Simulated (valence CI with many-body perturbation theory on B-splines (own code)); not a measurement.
**Sm39+ in brief**

Level of theory: configuration interaction combined with many-body perturbation theory (CI+MBPT): five valence electrons over a frozen Dirac-Fock core [Ar], radial functions for each j: 7 s, 7 p, 8 d, 6 f, 4 g, 1 h, with the one-electron correlation potential Σ1, the two-electron term Σ2, the three-electron term Σ3, Breit, model QED; selected CI, second order for the rest, scaled by the run's own slope (own B-spline code, finite nucleus).

The last digits are not significant, and no measured levels were compared; by estimate large intervals hold to a few tenths of a per cent, small ones and those within an open d or f shell to about a per cent. Only levels of the ground parity were solved; by the run's estimate the other parity begins above the list, which can be wrong where configurations are misplaced.

Levels are named by their leading jj configuration (3d3/2^4 stands for four electrons in 3d with j = 3/2), which in mixed levels can hold well under half, so a name can repeat and another be missing.

Rates and lifetimes use the calculated energies. Strong lines usually hold to 10 to 20 %, long lifetimes can be off by a factor of two.

Q: What is the ground level?

A: (3d3/2^4 3d5/2) J=5/2, composition 30 % 3d5 4P + 22 % 3d5 6S + 19 % 3d5 2D, g = 1.440.

Q: How well does LS coupling describe the low levels?

A: Among the lowest 20 levels the leading LS term, summed over configurations, holds 49 % on average. For single configurations the figures are 49 % in LS and 91 % in jj coupling. Terms mix most in the J = 5/2 level at 0 cm⁻¹, where the leading one holds 30 %.

Q: What is the ionisation energy?

A: 2887.2 eV; NIST lists 2887 ± 4 eV (theoretical).
